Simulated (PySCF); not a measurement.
Vertical excitations of a molecule CH5ClGeO2 from TDDFT-PBE/def2-SVPD in PySCF 2.14.0, as energy in eV (oscillator strength): 6.16 (0.023), 6.48 (0.081), 6.52 (0.041), 6.74 (0.046), 7.14 (0.022), 7.42 (0.005), 7.49 (0.005), 7.55 (0.009), 7.60 (0.045), 7.68 (0.014). Lowest triplet (TDA): 5.86 eV. Coordinates come from a B3LYP-D3(BJ)/def2-SVP optimisation. The values are those of a single conformer.

Q: Which structure fits?
A. [CH3][Ge]([OH])([OH])[Cl]
B. C[O][Ge@H]([OH])[Cl]
C. O[CH2][Ge@@H]([OH])[Cl]

A: A, [CH3][Ge]([OH])([OH])[Cl]
